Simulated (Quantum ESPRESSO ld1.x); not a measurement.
Question: The mean radii <r> (bohr) of the occupied orbitals of an atom or ion are listed with their occupations. All-electron calculation, scalar-relativistic Kohn-Sham, LDA (Slater exchange, VWN5 correlation), spin-polarised, spherical densities, point nucleus. Program: ld1.x of Quantum ESPRESSO 7.5.

| orbital | occ. | <r> |
|---|---|---|
| 1s | 2 | 0.01867 |
| 2s | 2 | 0.07882 |
| 2p | 6 | 0.07039 |
| 3s | 2 | 0.2009 |
| 3p | 6 | 0.1998 |
| 3d | 10 | 0.1797 |

Name the element and its charge. Open shells, if any, are filled with parallel spins first.

Answer: Z = 73, tantalum, charge +45: Ta45+ in [Ar] 3d10. The 1s radius gives Z: for a bare nucleus <r> = (2 gamma + 1)/(2Z) with gamma = sqrt(1 - (Z/c)^2), 0.01844 bohr for Z = 73, and screening makes it slightly larger (0.01867 here). The occupations add up to 28, and the charge is Z minus that.
